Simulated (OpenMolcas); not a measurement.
An OpenMolcas run meant for As IV (ANO-RCC-VDZP, X2C; inactive shells 1s 2s 2p 3s 3p 3d; intended active space 2 electrons in 4 orbitals (4s 4p)). One step of its input:

```
&CASPT2
Multistate=3 1 2 3
Frozen=3 6
IPEA=-0.1
Imaginary=0.1
MaxIter=60
WThr=0.0 0.3 0.05
PrWF=0.5
NoMix
```

The run finished. Its levels beside those of a sound run (SS-CASPT2, IPEA 0.25 Eh, imaginary shift 0.1 Eh (closed shells correlated: 3d)), in cm-1 above each run's lowest level:

```tsv
Level	This run	Usual run
4s2 1S0	0.0	0.0
4s 4p 3P* 0	74612	74725
4s 4p 3P* 1	75441	75553
4s 4p 3P* 2	77204	77316
4s 4p 1P* 1	114671	115315
4p2 3P0	181464	181741
4p2 3P1	182482	182758
4p2 1S0	214241	214867
```

Question: Which setting is unsound, and how much does it matter here?

Answer: The IPEA shift is negative. Against the sound run the excited levels shown move by 310 cm-1 on average and by 640 cm-1 at most.

Over all roots computed the reference weight is 0.94 to 1.00 in the sound run, 0.89 to 1.00 in this run; the roots of lowest weight are the least certain, and an intruder state may touch them. The ¹D term of p² mixes with s d, which this space lacks. The basis is small and was not contracted for so high a charge. Only configurations of the active space appear.

* marks odd parity.
